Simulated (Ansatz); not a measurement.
Cost and result for the atomization energy of C₃H₈F₂OSi (`CC(C)O[SiH](F)F`) (15 atoms, 14 bonds).

Cartesian coordinates in Å:
```
C 0.803 -0.455 1.271
C -0.331 -0.331 0.275
C -1.646 0.021 0.931
O -0.036 0.697 -0.674
Si 0.888 0.639 -1.986
F 0.298 1.661 -3.035
F 0.834 -0.809 -2.631
H 0.951 0.492 1.795
H 1.738 -0.725 0.775
H 0.578 -1.228 2.009
H -0.442 -1.277 -0.268
H -1.560 0.971 1.464
H -1.935 -0.754 1.645
H -2.435 0.115 0.183
H 2.296 0.984 -1.753
```

The species carries charge 0 and has multiplicity 1. The structure was optimised at the PBE0-D4/def2-TZVP level. It is one conformer, not always the lowest. Program: Ansatz. All runs use 2 threads of an AMD EPYC 7R13 on a shared host and a share of an NVIDIA H100 80 GB. Times are those of one run each, without the atoms' runs, and a repeat can differ threefold. Electronic energies, without spin–orbit coupling; frozen cores. CCSD(T)/CBS adds CCSD(T) − MP2 in def2-TZVPP to the MP2 limit, and its time is that of the two runs behind it. T1 = 0.011. B3LYP takes the VWN-RPA correlation (the form of Gaussian; ORCA's B3LYP/G).

CCSD(T)/CBS is a level of theory with its own doubt, some kJ/mol a heavy atom from the limit and from the frozen cores, so smaller differences don't rank the functionals.

```json
{"level": "PBE0-D4/def2-TZVPP", "functions": "340", "wall time": "2.8 s", "atomization (kJ/mol)": "6119.9", "difference from CCSD(T)/CBS": "-35.2", "per bond": "-2.5"}
{"level": "PBE-D4/def2-TZVPP (with forces)", "functions": "340", "wall time": "3.3 s", "atomization (kJ/mol)": "6218.6", "difference from CCSD(T)/CBS": "63.5", "per bond": "4.5"}
{"level": "B3LYP-D4/def2-TZVPP (with forces)", "functions": "340", "wall time": "3.4 s", "atomization (kJ/mol)": "6118.5", "difference from CCSD(T)/CBS": "-36.6", "per bond": "-2.6"}
{"level": "ωB97X-V/def2-TZVPP", "functions": "340", "wall time": "3.8 s", "atomization (kJ/mol)": "6146.1", "difference from CCSD(T)/CBS": "-9.0", "per bond": "-0.6"}
{"level": "ωB97M-V/def2-TZVPP (with forces)", "functions": "340", "wall time": "4 s", "atomization (kJ/mol)": "6149.8", "difference from CCSD(T)/CBS": "-5.3", "per bond": "-0.4"}
{"level": "B2PLYP/def2-TZVPP", "functions": "340", "wall time": "4 s", "atomization (kJ/mol)": "6077.1", "difference from CCSD(T)/CBS": "-78.0", "per bond": "-5.6"}
{"level": "r2SCAN-D4/def2-TZVPP (with forces)", "functions": "340", "wall time": "4.3 s", "atomization (kJ/mol)": "6147.8", "difference from CCSD(T)/CBS": "-7.3", "per bond": "-0.5"}
{"level": "MP2/def2-QZVPP", "functions": "652", "wall time": "4.5 s", "atomization (kJ/mol)": "6220.1", "difference from CCSD(T)/CBS": "65.0", "per bond": "4.6"}
{"level": "CCSD(T)/def2-TZVPP", "functions": "340", "wall time": "10 s", "atomization (kJ/mol)": "6001.7", "difference from CCSD(T)/CBS": "-153.4", "per bond": "-11.0"}
{"level": "CCSD(T)/CBS(def2)", "functions": "–", "wall time": "15 s", "atomization (kJ/mol)": "6155.1", "difference from CCSD(T)/CBS": "0.0", "per bond": "0.0"}
```

From PBE to PBE0 (25 % exact exchange), in def2-TZVPP and without D4, the atomization energy moves by −93.9 kJ/mol: exact exchange takes away binding that semilocal exchange gives to molecules. The D4 term adds +49.8 kJ/mol with B3LYP and +26.6 kJ/mol with PBE0; it sums over pairs of atoms, weighted by their polarisabilities, and B3LYP, whose exchange is more repulsive, gets the larger term. In def2-TZVPP, CCSD(T) changes the Hartree–Fock value by +1396.8 kJ/mol (the triples alone add +77.8 kJ/mol) and MP2 by +1522.5 kJ/mol; breaking electron pairs costs correlation energy, which Hartree–Fock lacks.
